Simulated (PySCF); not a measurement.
**Radial density of S²⁺ (sulfur, charge +2)**

PBE, [Ne] 3s2 3p2, high-spin 3P determinant. Calculation: PySCF 2.14, in def2-SVP (4s3p1d, 18 functions); the non-relativistic Hamiltonian (point nucleus).

```tsv
r (bohr)	4πr²ρ (e/bohr)	4πr²(ρα − ρβ)
0.00167	0.08417	0.0000
0.00281	0.2349	0.0000
0.00473	0.6401	0.0000
0.00795	1.653	0.0001
0.0134	3.899	0.0003
0.0225	8.293	0.0009
0.0378	14.40	0.0042
0.0636	18.41	0.0205
0.107	15.03	0.0808
0.180	12.07	0.2180
0.303	17.24	0.2712
0.509	12.66	0.0281
0.857	3.309	0.3859
1.44	2.939	1.3774
2.42	0.9080	0.4915
4.08	0.05202	0.0450
6.86	1.483e-05	0.0000
```
